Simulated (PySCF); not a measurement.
C2H2F, SMILES C=[C]F, multiplicity 2.

Coordinates come from a B3LYP-D3(BJ)/def2-TZVP optimisation. The isomer is the one that the SMILES or the coordinates give; other isomers of the formula were not compared.

All values below come from TDA-M06-2X/def2-SVPD in PySCF.

Vertical excitations. Isolated molecule, no solvent.

Computed lowest excited states:
```csv
state,energy (eV),λ (nm),f,main pairs
root 1,2.79,444,0.003,β HOMO→LUMO 92 %
root 2,5.21,238,0.000,"α HOMO−1→LUMO 51 %, β HOMO→LUMO+2 45 %"
root 3,5.37,231,0.005,α HOMO→LUMO 96 %
root 4,7.48,166,0.037,"α HOMO→LUMO+1 73 %, α HOMO→LUMO+2 15 %"
root 5,7.50,165,0.018,"β HOMO→LUMO+1 73 %, β HOMO→LUMO+3 16 %"
root 6,7.83,158,0.033,α HOMO−1→LUMO+1 85 %
root 7,7.91,157,0.020,"α HOMO−1→LUMO 11 %, β HOMO−1→LUMO 70 %, β HOMO→LUMO+2 12 %"
root 8,8.16,152,0.001,"β HOMO→LUMO+3 71 %, β HOMO→LUMO+1 20 %"
root 9,8.27,150,0.074,"α HOMO−1→LUMO 13 %, α HOMO→LUMO+2 13 %, α HOMO→LUMO+1 7 %, α HOMO→LUMO+4 6 %, β HOMO−2→LUMO 21 %, β HOMO→LUMO+2 18 %, β HOMO−1→LUMO 12 %"
root 10,8.58,144,0.102,"α HOMO→LUMO+2 52 %, α HOMO→LUMO+1 14 %, β HOMO−2→LUMO 17 %"
```
Unrestricted roots are not spin-pure.
